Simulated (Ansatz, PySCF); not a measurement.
C2H13NSi3, SMILES C[Si@H](C[SiH3])[SiH2]N. Atoms are numbered in the order given.

```xyz
19

C     -0.9656    -2.3687    -0.2189
Si    -0.0696    -0.7304    -0.5373
C      1.6647    -0.7532     0.2290
Si     2.6497     0.8387     0.0068
Si    -1.3361     1.0293     0.3751
N     -3.0156     0.6524     0.0761
H     -0.4055    -3.2148    -0.6491
H     -1.0820    -2.5520     0.8617
H     -1.9677    -2.3588    -0.6777
H      0.0628    -0.5341    -2.0149
H      2.2396    -1.5951    -0.1956
H      1.5622    -0.9477     1.3114
H      3.9836     0.7547     0.6737
H      1.8992     1.9851     0.6012
H      2.8631     1.1235    -1.4427
H     -0.9520     1.1928     1.8232
H     -1.0522     2.3419    -0.2773
H     -3.3600    -0.2644     0.3475
H     -3.7232     1.3564     0.2704
```
Charge 0, spin multiplicity 1.

Geometry: B3LYP-D3(BJ)/def2-SVP. The structure was generated by enumeration; whether it is a known compound was not checked. One conformer was computed; it need not be the lowest.

Two levels are set side by side: PBE-D3(BJ)/def2-SVP (Ansatz, a first-principles code) and B3LYP-D3(BJ)/def2-SVP (Ansatz). Each level has its own optimised geometry; the coordinates shown are those of the second. Frequencies come from the Hessian of PySCF at each geometry. Differences are taken from unrounded values.

```tsv
quantity	B3LYP-D3(BJ)	PBE-D3(BJ)	PBE-D3(BJ) minus B3LYP-D3(BJ)
mean bond length (Å)	1.461	1.471	0.009
bond C1–Si2 (Å)	1.894	1.900	0.006
bond Si2–C3 (Å)	1.896	1.903	0.006
bond Si2–Si5 (Å)	2.352	2.358	0.006
bond C3–Si4 (Å)	1.885	1.891	0.006
bond Si5–N6 (Å)	1.747	1.759	0.012
bond C1–H7 (Å)	1.102	1.109	0.007
bond C1–H8 (Å)	1.102	1.109	0.007
bond C1–H9 (Å)	1.102	1.109	0.007
bond Si2–H10 (Å)	1.496	1.510	0.013
bond C3–H11 (Å)	1.104	1.112	0.007
bond C3–H12 (Å)	1.105	1.112	0.007
bond Si4–H13 (Å)	1.494	1.507	0.013
bond Si4–H14 (Å)	1.494	1.507	0.013
bond Si4–H15 (Å)	1.493	1.505	0.013
bond Si5–H16 (Å)	1.507	1.522	0.015
bond Si5–H17 (Å)	1.493	1.506	0.013
highest harmonic wavenumber (cm⁻¹)	3640	3559	-80
mean harmonic wavenumber (cm⁻¹)	1212	1178	-33
zero-point energy (kcal/mol)	88.34	85.92	-2.42
```

GGA bonds tend to be longer and softer than those of functionals with exact exchange. Differences between two approximate levels are no errors against the true value.
